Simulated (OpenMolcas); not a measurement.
Rh3+ among 2 point charges of -1 e arranged as a linear pair (D∞h), 2.08 Å from the ion.
```
   0.0000    0.0000    2.0800  -1.00
   0.0000    0.0000   -2.0800  -1.00
```

```
Program             : OpenMolcas
Method              : SS-CASPT2, IPEA 0.25 Eh, imaginary shift 0.1 Eh (closed shells correlated: 4s 4p)
Basis               : ANO-RCC-VDZP [6s5p3d1f]
Scalar Hamiltonian  : DKH2, point nucleus
Active space        : 6 electrons in 5 orbitals (4d)
State averaging     : 2S+1 = 5 even, 5 roots; 2S+1 = 3 even, 45 roots; 2S+1 = 1 even, 50 roots
Spin-orbit coupling : state interaction with AMFI integrals over the reference wave functions
```

Task: What is the spin-free ground state (labels by Λ)?

Result: 5Δ, 2-fold in its orbital part, 100 % from free-ion D terms; it has the highest spin that d6 allows.

Task: Where is the first state of the same spin?

Result: 5Π at 5810 cm-1 above the ground state.

Task: What are the lowest two levels with spin-orbit coupling?

Result: A 2-fold level with g = 0.00, 0.00, 11.98, then a 2-fold level 700 cm-1 above it. Their leading multiplicities are 5 (98 %) and 5 (99 %).

Task: What is χT at 300 K, and how does it compare with the textbook value?

Result: The lowest level has 2S+1 = 5, for which the spin-only value is χT = S(S+1) / 2 = 3.000 cm3 K/mol (g = 2). The computed 5.061 at 300 K differs by +2.061, through orbital momentum, spin-orbit coupling and any other state in reach.

Roots that are degenerate in the reference are averaged as groups; the widest CASPT2 spread within a group is 32 cm-1 (the 2-fold group of multiplicity 3 near 29100 cm-1 above the lowest state of its run). Shifts and gaps below about the spread of the groups concerned are not significant. Point charges give a weaker field than real ligands, and real ions of this kind are as a rule low spin; the high spin found here belongs to the model. Free-ion shares, where given, are those of the reference states; single-state CASPT2 does not remix them. This is an electrostatic model: the charges have no orbitals. No measured value stands beside these numbers.

With an even number of electrons the g values are those of a degenerate or nearly degenerate non-Kramers pair.
